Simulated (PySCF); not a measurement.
Level of theory: PBE-D3(BJ)/def2-TZVP // PBE0-D3(BJ)/def2-TZVP (PySCF 2.14.0). All species are isolated molecules in the gas phase. One relaxed conformer stands for a flexible species; it need not be the lowest. Excitations are Tamm–Dancoff values on a coarser integration grid. The basis has no diffuse functions, so Rydberg states are missing or too high.

Reference species (SMILES): `B(C)(C)C` (neutral, multiplicity 1).

The brightest of the four lowest singlets (TDA) is 7.30 eV and the S1–T1 gap (TDA) comes out as 0.55 eV.

Changed species: `CB(O)O` (O–B–O–H torsion 0°, O–B–O–H torsion 180°) (2 of 3 CH3 replaced by OH; the reference has 0 of 3 CH3 replaced by OH).

### Question
Give the shifts of the brightest of the four lowest singlets (TDA) and S1–T1 gap (TDA).

### Answer
the brightest of the four lowest singlets (TDA) goes up by 0.39 eV, to 7.69 eV; the S1–T1 gap (TDA) decreases by 0.36 eV, to 0.19 eV.
